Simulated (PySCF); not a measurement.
**Highest orbital energy against ionisation energy along group 15**

Calculated with PySCF 2.14, no spin-orbit coupling. Each cell gives −ε(HOMO) / ΔSCF in eV; NIST values include spin-orbit coupling, (s) semi-empirical, (t) theoretical.

```tsv
species	UHF	LDA	PBE	PBE0	r2SCAN	NIST (lowest levels)
N⁺ (aug-cc-pwCVDZ, non-relativistic)	30.325 / 29.169	22.005 / 30.028	22.021 / 29.885	24.230 / 29.888	22.794 / 30.111	29.601 (s)
P⁺ (aug-cc-pwCVDZ, non-relativistic)	19.720 / 19.168	14.936 / 19.829	14.991 / 19.787	16.333 / 19.820	15.424 / 19.936	19.769 (s)
As⁺ (aug-cc-pwCVDZ-PP with ECP10MDF, ECP)	18.435 / 17.969	13.991 / 18.572	13.971 / 18.430	15.250 / 18.497	14.423 / 18.673	18.589
Sb⁺ (aug-cc-pwCVDZ-PP with ECP28MDF, ECP)	16.386 / 15.995	12.626 / 16.646	12.560 / 16.463	13.686 / 16.524	12.948 / 16.645	16.626 ± 0.025
Bi⁺ (aug-cc-pwCVDZ-PP with ECP60MDF, ECP)	15.657 / 15.299	12.104 / 15.969	12.000 / 15.757	13.080 / 15.814	12.368 / 15.899	16.703
```

Task: How far is −ε(HOMO) from ΔSCF on average for each method, and why?

Result: UHF 0.58 eV; LDA -5.08 eV; PBE -4.96 eV; PBE0 -3.59 eV; r2SCAN -4.66 eV. Hartree-Fock orbital energies lack relaxation and so exceed the ΔSCF value; semilocal functionals have convex E(N) from self-interaction, so their HOMO lies far too high; exact exchange moves hybrids part of the way back.
